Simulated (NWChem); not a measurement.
# sulfur hexafluoride (F$_{6}$S) in NWChem

SMILES: FS(F)(F)(F)(F)F
```xyz
7

F      0.0000     0.0000     1.5807
S      0.0000     0.0000     0.0000
F      1.5807     0.0000     0.0000
F      0.0000     1.5807     0.0000
F     -1.5807     0.0000     0.0000
F      0.0000    -1.5807     0.0000
F      0.0000     0.0000    -1.5807
```
Charge 0, spin multiplicity 1.

Everything below was run with NWChem. All single points use one geometry, from PBE0/def2-SVP, a minimum by its harmonic frequencies.

The stability of the SCF solutions was not checked. Open-shell Hartree-Fock references start from PBE0 orbitals.

Worked example. At MP2/def2-SVP the molecule has a total energy of -994.66054 Ha and the free atoms (multiplicities F 2, S 3) F -99.42243, S -397.44843 Ha. The electronic atomisation energy is the atoms' sum less the molecule's energy.

6·(-99.42243) + 1·(-397.44843) = -993.98301 Ha for the atoms; less the molecule's energy this leaves 0.67753 Ha, or 425.2 kcal/mol (1779 kJ/mol), without zero-point, thermal or spin-orbit terms.
